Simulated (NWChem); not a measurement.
# C3H3F3; SMILES C=CC(F)(F)F

```xyz
9

C     -0.0099    -2.1136     0.0000
C      0.6683    -0.9698     0.0000
C      0.0114     0.3750     0.0000
F     -1.3348     0.2996     0.0000
F      0.3796     1.0939     1.0860
F      0.3796     1.0939    -1.0860
H      0.5027    -3.0706     0.0000
H     -1.0951    -2.1311     0.0000
H      1.7543    -0.9346     0.0000
```
Atoms are numbered in this order, from 1.

Computed with NWChem. Pople sets run with spherical d functions. The geometry was optimised at B3LYP/6-31G* (spherical d). Level SCAN/6-31G*: energy and gradient on several grids; changes count from the extra-fine grid, which is no exact limit either.

```
grid     size of the energy change (μHa)  largest change of a gradient component (μHa/bohr)  time, medium = 1 (rough)
-------  -------------------------------  -------------------------------------------------  ------------------------
xcoarse                             6000                                               7000                   about 1
coarse                             10000                                               2000                   about 1
medium                               200                                               1000                   about 1
fine                                3000                                                700                   about 1
xfine                               < 10                                               < 30                         3
```
